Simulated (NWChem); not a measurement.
# Atomisation of AsF2

```
As
F 1 1.7392
F 1 1.7392 2 97.05
```
Charge 0, spin multiplicity 2.

Everything below was run with NWChem. Structure: optimised with UPBE0/def2-SVP, a minimum by its harmonic frequencies.

Basis set: def2-TZVP. The atomisation energy is electronic alone: no zero-point, thermal, spin-orbit or counterpoise terms. No value is extrapolated to the basis-set limit. Free atoms are single determinants with multiplicities F 2, As 4. Correlated methods freeze the same cores in atoms and molecule, 11 orbitals in all.

```tsv
method	atomisation energy (kcal/mol)	relative cost
PBE0	201.9	under 3
CAM-B3LYP	209.9	8
MP2	205.6	5
BLYP	216.6	under 3
LDA (SVWN5)	261.6	1
PBE	220.0	under 3
r2SCAN	208.0	under 3
HF	114.3	under 3
B3LYP	206.6	under 3
```

The values span 147.4 kcal/mol, from HF (lowest) to LDA (SVWN5) (highest). Costs are rough ratios of processor time within this set of runs, SCF included, with LDA (SVWN5) as 1. Costs are the molecule's.

The Hamiltonian is non-relativistic. B3LYP has NWChem's definition, with VWN1-RPA local correlation. GW and range-separated runs recompute their integrals, the others keep them in memory, which bears on the times. The structure started from a generated list of species. The unpaired electrons of the parent sit in orbitals of symmetry b2 (C2v labels of the run); other states weren't searched. No SCF solution was tested for a lower state. Open-shell Hartree-Fock references start from PBE0 orbitals; any time given for them includes that run.
